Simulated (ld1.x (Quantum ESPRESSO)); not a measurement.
## An all-electron radial function and its pseudo partner (Cr (Z = 24))

Columns: radius, all-electron u(r) and pseudo u(r) of the 3d shell (level -4.27 eV) of chromium in the configuration [Ne] 3s2 3p6 3d5 4s0 4p1; PBE, scalar-relativistic, TM scheme, ld1.x (Quantum ESPRESSO) 7.5.

```
r (bohr)  all-electron  pseudo
   0.072        0.0206  0.0060
   0.145        0.1034  0.0457
   0.217        0.2245  0.1361
   0.290        0.3573  0.2744
   0.362        0.4791  0.4313
   0.435        0.5838  0.5785
   0.507        0.6659  0.6888
   0.580        0.7283  0.7590
   0.652        0.7705  0.7945
   0.725        0.7963  0.8090
   0.798        0.8082  0.8124
   0.870        0.8092  0.8098
   0.942        0.8020  0.8021
   1.015        0.7888  0.7888
   1.088        0.7711  0.7711
   1.160        0.7507  0.7507
   1.232        0.7284  0.7284
   1.305        0.7045  0.7045
   1.378        0.6801  0.6801
   1.450        0.6558  0.6558
   1.522        0.6316  0.6316
   1.595        0.6075  0.6075
   1.668        0.5838  0.5838
   1.740        0.5612  0.5612
   1.812        0.5392  0.5392
   1.885        0.5176  0.5176
```

(1) How many radial nodes do the two functions have?

(2) At about which radius was the pseudo-wave matched?

(3) Is the pseudo-wave norm-conserving?

Answers

(1) The all-electron 3d function has n − l − 1 = 0; the pseudo-wave has 0.

(2) 1.00 bohr, where the columns begin to agree (steps of 0.07 bohr).

(3) Yes: the TM scheme keeps the norm inside the radius equal to the all-electron one, which fixes the energy derivative of the logarithmic derivative at the level.
